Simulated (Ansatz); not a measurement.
Gas-phase electronic energies from Ansatz, PBE0-D4/def2-TZVP geometries. CCSD(T)/CBS is the MP2 limit (def2-TZVPP, def2-QZVPP) plus CCSD(T) − MP2 in def2-TZVPP, frozen cores. DFT in def2-TZVPP. B3LYP here is the variant with VWN-RPA as its local correlation; programs differ in this. def2 core potentials past Kr. For Sn outer-core shells are correlated without core-valence functions, which leaves a few kJ/mol of doubt a bond. Each species was taken in one conformer, which may not be the lowest.

Reaction (redistribution): `[NH2][SnH]([OH])[F]` + `CBCO` → `[CH3][SnH]([NH2])[F]` + `OBCO`

`[NH2][SnH]([OH])[F]`:

Cartesian coordinates in Å:
```
N 0.324 1.059 -1.117
Sn 0.049 -0.572 -0.008
O -1.642 -0.280 0.909
F 1.298 -0.689 1.459
H 1.207 1.107 -1.608
H 0.181 1.924 -0.613
H 0.176 -2.031 -0.860
H -1.593 -0.518 1.838
```

`CBCO`:

Z-matrix (Å, degrees):
```
C
B 1 1.556
H 1 1.097 2 109.8
H 1 1.092 2 115.2 3 122.9
H 1 1.097 2 109.6 3 -114.4
C 2 1.553 1 122.1 3 -123.2
H 2 1.207 1 119.1 3 56.9
O 6 1.414 2 118.7 1 -179.9
H 6 1.104 2 107.4 1 -55.3
H 6 1.104 2 107.4 1 55.6
H 8 0.959 6 107.8 2 0.1
```

`[CH3][SnH]([NH2])[F]`:

Z-matrix (Å, degrees):
```
C
Sn 1 2.121
H 1 1.090 2 108.9
H 1 1.090 2 110.7 3 120.3
H 1 1.089 2 109.4 3 -119.0
N 2 2.000 1 111.9 3 -46.3
F 2 1.931 1 103.5 3 66.3
H 2 1.704 1 120.3 3 -179.3
H 6 1.008 2 118.0 1 -138.2
H 6 1.008 2 117.9 1 -1.9
```

`OBCO`:

Cartesian coordinates in Å:
```
O 0.658 -0.910 1.060
B 0.785 -0.014 0.050
C -0.535 0.508 -0.599
O -1.734 -0.012 -0.062
H 1.489 -1.209 1.436
H 1.870 0.351 -0.316
H -0.543 1.608 -0.530
H -0.493 0.303 -1.681
H -1.498 -0.624 0.642
```

```json
{"level": "LDA (SPW92)", "ΔE (eV)": "-1.12"}
{"level": "PBE-D4", "ΔE (eV)": "-1.01"}
{"level": "B3LYP-D4", "ΔE (eV)": "-1.04"}
{"level": "ωB97M-V", "ΔE (eV)": "-1.05"}
{"level": "PBE-QIDH", "ΔE (eV)": "-1.07"}
{"level": "PBE", "ΔE (eV)": "-1.00"}
{"level": "PBE0", "ΔE (eV)": "-1.04"}
{"level": "r2SCAN0", "ΔE (eV)": "-1.04"}
```

Question: What does CCSD(T)/CBS give? (Estimate.)

Answer: The calculation gave: -1.05 eV. The listed levels differ from it by -0.07, 0.04, 0.01, 0.00, -0.02, 0.05, 0.01, 0.01 eV.

Largest T1 diagnostic among the species: 0.014.

At CCSD(T), def2-SVP lies −0.20 eV from the extrapolated value and def2-TZVPP −0.03 eV. Leaving LDA and LC-ωPBE aside and taking each functional with its dispersion term where it has one, the values, not all of them listed here, spread over 0.13 eV, from PBE-QIDH to B97M-V. LDA lies −0.11 eV from PBE without D4.
